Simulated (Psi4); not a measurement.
Cl₂Sr, charge +1, doublet, geometry from GFN2-xTB (such geometries of metal compounds can be far from the true shape) (a state made from the parent by changing its charge; the spin is typed, not shown lowest) (core potentials on Sr).

Input for Psi4:
```
memory 2 GB

molecule {
1 2
  Sr    0.42538366   -0.91903218    0.19248417
  Cl    0.49296414    1.27448702   -1.17433119
  Cl   -1.44382173    0.77982020    0.74407246
}

set basis def2-tzvp
set reference uks

energy('wb97m-v')
print_variables()
```

Problem. What is the computed total energy (WB97M-V/def2-TZVP (Psi4 1.11))?

Solution. -950.865382 Ha

Problem. Give the <S^2> at the level WB97M-V/def2-TZVP.

Solution. 0.756

Problem. What is the computed number of basis functions (WB97M-V/def2-TZVP)?

Solution. 107

Problem. What nuclear repulsion energy does WB97M-V/def2-TZVP give?

Solution. 124.7896 Eh

These values belong to the state on which the SCF converged, which isn't shown to be the lowest.
